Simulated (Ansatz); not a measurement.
Cartesian coordinates in Å:
```
Si -0.258 -1.504 1.048
B 0.150 -0.094 -0.333
Si -0.329 1.820 0.081
C 1.058 -0.407 -1.476
S -0.283 -0.695 -2.367
H -1.642 -1.349 1.573
H -0.121 -2.873 0.474
H 0.682 -1.377 2.200
H -1.709 1.916 0.629
H -0.245 2.670 -1.140
H 0.606 2.369 1.106
H 2.092 -0.478 -1.797
```

The species carries charge 0 and has multiplicity 1.

Question: List the r2SCAN/def2-TZVPP orbital energies in eV (the Gaussian-basis code of Ansatz). (Estimate.)

Answer: The calculation gave: Occupied: -2410.03, -1790.70, -1790.70, -275.45, -214.42, -180.53, -158.47, -158.41, -158.35, -141.20, -141.20, -96.05, -96.05, -96.05, -96.05, -96.04, -96.04, -22.08, -15.74, -14.58, -13.50, -12.90, -10.45, -9.71, -9.12, -8.93, -8.57, -8.37, -8.12, -6.94, -6.37. Lowest empty: -3.78, -1.84, 0.03, 0.60, 0.85, 1.01, 1.31, 1.51.
